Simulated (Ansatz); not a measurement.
Basis-set series for C₉H₂₁P (`CP(C(C)(C)C)C(C)(C)C`). Total charge 0; spin multiplicity 1. The geometry is a stationary point of PBE0-D4/def2-TZVP.

| functional | basis | functions | energy (Eh) | HOMO (eV) | LUMO (eV) |
| --- | --- | --- | --- | --- | --- |
| PBE0-D4 | def2-TZVPP | 615 | -696.56005 | -6.01 | 0.97 |
| PBE0-D4 | def2-QZVPP | 1213 | -696.59115 | -6.03 | 0.49 |
| ωB97M-V | def2-TZVPP | 615 | -696.87575 | -8.19 | 2.41 |
| ωB97M-V | def2-QZVPP | 1213 | -696.90592 | -8.20 | 1.57 |

(1) Give the rows for def2-SVP. (An estimate is asked.)

Answers

(1) Computed: 
```csv
functional,basis,functions,energy (Eh),HOMO (eV),LUMO (eV)
PBE0-D4,def2-SVP,249,-696.05917,-5.93,1.55
ωB97M-V,def2-SVP,249,-696.34654,-8.09,3.18
```

Positive LUMOs are unbound and depend on the basis.
